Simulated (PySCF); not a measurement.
**Working out the excitation energy of Ge**

Ge [Ar] 3d10 4s2 4p2 (3P) → Ge [Ar] 3d10 4s2 4p1 5s1 (3P). All numbers are calculated (PySCF 2.14, scalar relativity by spin-free X2C-1e, in x2c-TZVPPall with one added diffuse shell each of s, p, d type (7s6p5d1f, 57 functions)). Frozen: [Ne]. Energies in hartree (1 hartree = 27.21139 eV):

```
             part    Ge (lower)    Ge (upper)
              UHF  -2097.048582  -2096.875666
MP2 opposite-spin     -0.222458     -0.219511
    MP2 same-spin     -0.107079     -0.103740
```

What does Hartree-Fock give?

(-2096.875666) − (-2097.048582) = 0.172916 hartree = 4.705 eV.

What do MP2 and SCS-MP2 (6/5 opposite-spin, 1/3 same-spin) give?

The opposite-spin parts differ by 0.080 eV and the same-spin parts by 0.091 eV. MP2: 4.705 + (0.080) + (0.091) = 4.876 eV. SCS-MP2: 4.705 + 1.2 × (0.080) + (0.091)/3 = 4.831 eV.

Measured between the centres of the two terms (NIST): 4.648 eV, so MP2 (valence and next inner shell) is off by 0.228 eV.

What remains against the reference includes basis incompleteness, the frozen core and correlation beyond second order.
